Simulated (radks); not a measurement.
The numbers below are computed, except where a source is named.
All-electron atom: Tl I in [Hg] 6f1 (not the ground configuration).

Code: a radial shooting solver on a logarithmic mesh with Libxc functionals. Model: scalar-relativistic Kohn-Sham, PBE, spin-polarised, spherical densities, point nucleus; open shells are filled with parallel spins first (spin-orbit coupling, left out, can overturn this in heavy ions).

Energy parts (hartree):
| part | energy |
|---|---|
| total | -20245.7807 |
| kinetic | 22812.0095 |
| electron-nucleus | -50482.3358 |
| Hartree | 7802.7101 |
| exchange-correlation | -378.1645 |

Orbitals (lengths in bohr, moments of r in powers of bohr; r(90%) holds 90 % of the orbital's charge):
orbital  occ.  eigenvalue (hartree)  r(90%)
1s up       1             -3147.391  0.0299
1s down     1             -3147.391  0.0299
2s up       1             -560.5615   0.107
2s down     1             -560.5615   0.107
2p up       3             -482.0610   0.102
2p down     3             -482.0610   0.102
3s up       1             -133.9714   0.260
3s down     1             -133.9714   0.260
3p up       3             -111.3835   0.268
3p down     3             -111.3835   0.268
3d up       5             -88.01152   0.252
3d down     5             -88.01152   0.252
4s up       1             -30.07531   0.561
4s down     1             -30.07531   0.561
4p up       3             -22.67309   0.605
4p down     3             -22.67309   0.605
4d up       5             -14.00489   0.655
4d down     5             -14.00489   0.655
4f up       7              -4.41340   0.745
4f down     7              -4.41340   0.745
5s up       1              -5.03737    1.25
5s down     1              -5.03737    1.25
5p up       3              -3.02010    1.46
5p down     3              -3.02011    1.46
5d up       5              -0.79184    2.12
5d down     5              -0.79184    2.12
6s up       1              -0.55503    3.51
6s down     1              -0.55494    3.51
6f up       1              -0.01489    38.5

The highest occupied level is 6f up at -0.405 eV. The density falls to 0.001 e/bohr^3 at r = 3.96 bohr. Spin moment in Bohr magnetons: 1. Summed over all electrons, <r^2> = 943.7 bohr^2, which gives a Langevin (diamagnetic) susceptibility term of -747 x 10^-6 cm^3/mol.
